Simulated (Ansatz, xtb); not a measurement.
CH3GeO: where a starting geometry ends

The starting geometry of this gas-phase doublet was built from a drawn formula by distance geometry and a force field; its bonds are those of `[CH]1[O][GeH2]1`.

```xyz
6

C    -0.7134   -2.0519    1.1663
Ge   -0.7017   -0.5291   -0.0378
O    -0.5931   -2.3822   -0.1086
H     0.2175   -2.1059    1.6825
H     0.6396    0.0820   -0.3910
H    -2.0357   -0.0978   -0.6815
```

Q: Predict what it relaxes into with r2SCAN-D4/def2-SVP.

A: A bond breaks, leaving `O=[CH][GeH2]`. Contacts that open: Ge2–O3 (1.86 → 2.82 Å).

The energy falls by 1.52 eV over 23 steps:

| step | E − E(last) (eV) |
| --- | --- |
| 1 | 1.521 |
| 3 | 1.120 |
| 6 | 1.069 |
| 8 | 1.066 |
| 11 | 1.046 |
| 13 | 0.685 |
| 16 | 0.160 |
| 18 | 0.063 |
| 21 | 0.000 |
| 23 | 0.000 |

Final geometry (Å):

```csv
atom,x (Å),y (Å),z (Å)
C,-0.3003,-2.0415,0.7689
Ge,-0.5513,-0.1890,0.0992
O,0.5905,-2.7558,0.3782
H,-1.0260,-2.3835,1.5586
H,0.1298,0.0278,-1.2635
H,-2.0295,0.2571,0.0886
```

From the same start GFN2-xTB reaches the same bonding as this run.

No frequencies were run, so the end isn't proven a minimum. Open shells are spin-unrestricted. Run with Ansatz 0.2.0, 6 min on 1 thread of AMD EPYC (Zen 3), on a shared host.
